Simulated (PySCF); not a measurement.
A structure optimised at PBE0-D3(BJ)/def2-SVP, used in a PySCF frequency run:

```
Ga
F 1 1.7335
F 1 1.7335 2 116.24
Br 1 2.2411 2 121.88 3 180.00
```

Task: Write its SMILES, formula and point group.

Result: [F][Ga]([F])[Br], BrF2Ga, C2v

Task: What are its rotational constants (standard atomic weights)?

Result: 6.1380, 1.5684, 1.2492 GHz
